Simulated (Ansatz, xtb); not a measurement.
## CH5ClFSi2+: where a starting geometry ends

The starting geometry of this gas-phase singlet was built from a drawn formula by distance geometry and a force field; its bonds are those of `F[C@H](Cl)[SiH+][SiH3]`.

| atom | x (Å) | y (Å) | z (Å) |
| --- | --- | --- | --- |
| C | -1.4580 | 0.8214 | 0.6534 |
| Cl | -3.0516 | 1.3950 | 0.0782 |
| F | -1.1896 | 1.4372 | 1.8289 |
| Si | -1.5127 | -0.9746 | 0.8802 |
| Si | 0.5411 | -1.6326 | 1.7182 |
| H | -0.7247 | 1.1339 | -0.0732 |
| H | -1.8184 | -1.7063 | -0.3207 |
| H | 1.5955 | -1.1695 | 0.7489 |
| H | 0.7975 | -1.0003 | 3.0188 |
| H | 0.5996 | -3.1042 | 1.8194 |

Question: Predict what becomes of its bonds when it is optimised with r2SCAN-D4/def2-SVP.

Answer: A new bond forms, giving a structure with Cl2 bridging C1 and Si4, given below by its coordinates. Distances that change by over a tenth: C1–Cl2 (1.79 → 2.17 Å). Contacts that close: Cl2–Si4 (2.94 → 2.19 Å).

The energy falls by 1.91 eV over 28 steps:

```json
{"step": "1", "E − E(last) (eV)": "1.912"}
{"step": "4", "E − E(last) (eV)": "1.013"}
{"step": "7", "E − E(last) (eV)": "0.695"}
{"step": "10", "E − E(last) (eV)": "0.211"}
{"step": "13", "E − E(last) (eV)": "0.033"}
{"step": "16", "E − E(last) (eV)": "0.005"}
{"step": "19", "E − E(last) (eV)": "0.003"}
{"step": "22", "E − E(last) (eV)": "0.000"}
{"step": "25", "E − E(last) (eV)": "0.000"}
{"step": "28", "E − E(last) (eV)": "0.000"}
```

Final geometry (Å):

| atom | x (Å) | y (Å) | z (Å) |
| --- | --- | --- | --- |
| C | -1.2070 | 1.1116 | 0.3909 |
| Cl | -2.8068 | 0.0071 | 1.3447 |
| F | -0.5899 | 1.8236 | 1.2692 |
| Si | -1.0213 | -0.7753 | 0.3528 |
| Si | 0.4894 | -1.7363 | 1.8864 |
| H | -1.8010 | 1.7133 | -0.3194 |
| H | -1.4660 | -1.2936 | -0.9631 |
| H | 1.7714 | -1.8461 | 1.1419 |
| H | 0.5215 | -0.7575 | 3.0039 |
| H | -0.1114 | -3.0470 | 2.2444 |

From the same start GFN2-xTB reaches the same bonding as this run.

No frequencies were run, so the end isn't proven a minimum. Run with Ansatz 0.2.0, 44 s on 2 threads of Intel(R) Xeon(R) 6975P-C (Granite Rapids), with other jobs on the host.
